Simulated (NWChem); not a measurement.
System: CaHSF; SMILES [F][Ca][SH]

The following NWChem deck was run.

```
start job
memory heap 200 mb stack 900 mb global 1100 mb
geometry units angstroms noautoz
  Ca     0.119568     0.505066    -0.014990
  F     -0.536693     2.347145     0.025590
  S     -0.305609    -2.063685    -0.047947
  H      1.015824    -2.360047    -0.073458
end
basis spherical
  Ca library def2-svp
  F library def2-svp
  S library def2-svp
  H library def2-svp
end
dft
  xc xpbe96 cpbe96
  iterations 150
  mulliken
end
task dft energy
```

Excerpt of the output:

```
             Northwest Computational Chemistry Package (NWChem) 7.3.0
             --------------------------------------------------------

 CS  symmetry detected

                             Geometry "geometry" -> ""
                             -------------------------

 Output coordinates in angstroms (scale by  1.889725989 to convert to a.u.)

  No.       Tag          Charge          X              Y              Z
 ---- ---------------- ---------- -------------- -------------- --------------
    1 Ca                  20.0000     0.26715753     0.59080226     0.00000000
    2 F                    9.0000    -0.35706663     2.44442693     0.00000000
    3 S                   16.0000    -0.20269336    -1.97036612     0.00000000
    4 H                    1.0000     1.11354280    -2.29002981     0.00000000

 Effective nuclear repulsion energy (a.u.)     141.7176164682

      Symmetry information
      --------------------

 Group name             Cs
 Group number              2
 Group order               2
 No. of unique centers     4

  pbe96 is a nonlocal functional; adding pw91lda local functional.

                                 NWChem DFT Module
                                 -----------------

 Summary of "ao basis" -> "ao basis" (spherical)
 ------------------------------------------------------------------------------
       Tag                 Description            Shells   Functions and Types
 ---------------- ------------------------------  ------  ---------------------
 Ca                         def2-svp                10       24   5s3p2d
 F                          def2-svp                 6       14   3s2p1d
 S                          def2-svp                 8       18   4s3p1d
 H                          def2-svp                 3        5   2s1p

      Symmetry analysis of basis
      --------------------------

        a'         44
        a"         17

            General Information
            -------------------
          SCF calculation type: DFT
          Wavefunction type:  closed shell.
          No. of atoms     :     4
          No. of electrons :    46
           Alpha electrons :    23
            Beta electrons :    23
          Charge           :     0
          Spin multiplicity:     1
          Use of symmetry is: on ; symmetry adaption is: on
          Maximum number of iterations: 150
          AO basis - number of functions:    61
                     number of shells:    27
          Convergence on energy requested:  1.00D-06
          Convergence on density requested:  1.00D-05
          Convergence on gradient requested:  5.00D-04

              XC Information
              --------------
          PerdewBurkeErnzerhof Exchange Functional  1.000
            Perdew 1991 LDA Correlation Functional  1.000 local
           PerdewBurkeErnz. Correlation Functional  1.000 non-local

             Grid Information
             ----------------
          Grid used for XC integration:  medium
          Radial quadrature: Mura-Knowles
          Angular quadrature: Lebedev.
          Tag              B.-S. Rad. Rad. Pts. Rad. Cut. Ang. Pts.
          ---              ---------- --------- --------- ---------
          Ca                  1.80      112          11.0       590
          F                   0.50       49          12.0       434
          S                   1.00       88          11.0       590
          H                   0.35       45          12.0       434
          Grid pruning is: on
          Number of quadrature shells:   294
          Spatial weights used:  Erf1

      Superposition of Atomic Density Guess
      -------------------------------------

 Sum of atomic energies:       -1173.79981277

      Non-variational initial energy
      ------------------------------

 Total energy =   -1173.834205
 1-e energy   =   -1897.292707
 2-e energy   =     581.740886
 HOMO         =      -0.329295
 LUMO         =      -0.117037

      Symmetry analysis of molecular orbitals - initial
      -------------------------------------------------

  Numbering of irreducible representations:

     1 a'          2 a"

  Orbital symmetries:

     1 a'          2 a'          3 a'          4 a'          5 a'
     6 a'          7 a"          8 a'          9 a'         10 a'
    11 a"         12 a'         13 a'         14 a'         15 a"
    16 a'         17 a'         18 a'         19 a"         20 a'
    21 a'         22 a'         23 a"         24 a'         25 a'
    26 a'         27 a"         28 a'         29 a"         30 a'
    31 a'         32 a"         33 a'

     ---------------------------------------------
      Total Density - Mulliken Population Analysis
     ---------------------------------------------

    Atom       Charge   Shell Charges
 -----------   ------   -------------------------------------------------------
    1 Ca  20    18.54   2.00  2.00  2.00  0.25 -0.00  6.00  6.00  0.10  0.09  0.10
    2 F    9     9.85   1.99  1.17  0.81  3.65  2.23  0.00
    3 S   16    16.83   2.00  1.99  1.21  0.67  5.94  1.89  3.11  0.02
    4 H    1     0.78   0.57  0.18  0.03

[...]
```

Level: PBE/def2-SVP. Geometry: optimised at PBE0/def2-SVP.
